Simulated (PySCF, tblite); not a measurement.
Isomers of C8H17P, one GFN2-xTB conformer each. Single-point energies are computed at PBE0/pcSseg-1 (PySCF, gas phase, no added dispersion term), electronic only.

```tsv
SMILES	GFN2-xTB relative energy (kJ/mol)
CCP1CCCCCC1	30.8
CP(C1CC1)C(C)(C)C	111.2
CCC1CP(C(C)C)C1	64.8
CP(C)C1CCCCC1	0.0
```

Conformers: `[CH3:1][CH2:2][P:3]1[CH2:4][CH2:5][CH2:6][CH2:7][CH2:8][CH2:9]1` with C1–C2–P3–C4 175°, C2–P3–C4–C5 173°, P3–C4–C5–C6 36°, C4–C5–C6–C7 54°, C5–C6–C7–C8 -101°; `[CH3:1][P:2]([CH:3]1[CH2:4][CH2:5]1)[C:6]([CH3:7])([CH3:8])[CH3:9]` with C1–P2–C3–C4 88°; `[CH3:1][CH2:2][CH:3]1[CH2:4][P:5]([CH:6]([CH3:7])[CH3:8])[CH2:9]1` with C1–C2–C3–C4 -69°, C4–P5–C6–C7 158°, C2–C3–C4–P5 -135°, C3–C4–P5–C6 -86°, C4–P5–C9–C3 -11°, C2–C3–C9–P5 136°; `[CH3:1][P:2]([CH3:3])[CH:4]1[CH2:5][CH2:6][CH2:7][CH2:8][CH2:9]1` with C1–P2–C4–C5 167°, P2–C4–C5–C6 179°, C4–C5–C6–C7 -58°, C5–C6–C7–C8 57°, C6–C7–C8–C9 -57°.

What does PBE0/pcSseg-1 give for the same structures?

```json
{"SMILES": "CP(C)C1CCCCC1", "PBE0/pcSseg-1 E (Eh)": "-655.88423", "PBE0/pcSseg-1 (kJ/mol)": "0.0", "GFN2-xTB (kJ/mol)": "0.0", "point group": "near Cs"}
{"SMILES": "CCP1CCCCCC1", "PBE0/pcSseg-1 E (Eh)": "-655.87280", "PBE0/pcSseg-1 (kJ/mol)": "30.0", "GFN2-xTB (kJ/mol)": "30.8", "point group": "C1"}
{"SMILES": "CCC1CP(C(C)C)C1", "PBE0/pcSseg-1 E (Eh)": "-655.85457", "PBE0/pcSseg-1 (kJ/mol)": "77.8", "GFN2-xTB (kJ/mol)": "64.8", "point group": "C1"}
{"SMILES": "CP(C1CC1)C(C)(C)C", "PBE0/pcSseg-1 E (Eh)": "-655.84250", "PBE0/pcSseg-1 (kJ/mol)": "109.6", "GFN2-xTB (kJ/mol)": "111.2", "point group": "C1"}
```

Both levels put the same isomer lowest; measured from each level's own lowest isomer, the values differ by up to 13.0 kJ/mol (CCC1CP(C(C)C)C1: 64.8 against 77.8). As drawn, the highest has a three-membered ring, which the lowest lacks.

Which frontier levels, dipoles and rotational constants go with these structures?

| SMILES | HOMO (eV, PBE0/pcSseg-1) | LUMO (eV) | dipole (D) | A, B, C (MHz) |
| --- | --- | --- | --- | --- |
| CP(C)C1CCCCC1 | -6.40 | 1.29 | 1.25 | 2547, 847.5, 696.0 |
| CCP1CCCCCC1 | -6.38 | 1.24 | 1.15 | 2363, 939.0, 744.9 |
| CCC1CP(C(C)C)C1 | -6.30 | 0.80 | 1.48 | 2776, 706.3, 659.7 |
| CP(C1CC1)C(C)(C)C | -6.42 | 1.26 | 1.23 | 2033, 1014, 847.1 |

What happens when harmonic zero-point energies from GFN2-xTB frequencies are added?

```tsv
SMILES	ZPE (kJ/mol)	electronic (kJ/mol)	with ZPE (kJ/mol)
CP(C)C1CCCCC1	610.1	0.0	0.0
CCP1CCCCCC1	612.8	30.0	32.7
CCC1CP(C(C)C)C1	607.1	77.8	74.8
CP(C1CC1)C(C)(C)C	600.4	109.6	99.9
```

The zero-point energies span 12.4 kJ/mol. The order is unchanged.
